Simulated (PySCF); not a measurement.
C2H2F, SMILES [CH]=CF, multiplicity 2. The structure is a stationary point at B3LYP-D3(BJ)/def2-TZVP. The isomer is the one that the SMILES or the coordinates give; other isomers of the formula were not compared.

Computed with B3LYP-D3(BJ)/def2-TZVP (PySCF).

Harmonic wavenumbers (cm⁻¹): 430, 658, 781, 881, 1027, 1304, 1668, 3187, 3313. Rotational constants (GHz): 70.16, 11.44, 9.835; symmetry number 1.

### Question
Work out the zero-point energy and the ideal-gas rigid-rotor harmonic-oscillator thermochemistry at 298.15 K and 1 atm.

### Answer
ZPE = ½ Σ hcν = ½ × 13248 cm⁻¹ = 18.94 kcal/mol. H − E(el) = 21.69 kcal/mol. Entropy in cal/(mol K): translation 37.34, rotation 21.24, vibration 1.71, spin 1.38, total 61.66. G − E(el) = 3.30 kcal/mol. Cp = 12.01 cal/(mol K).
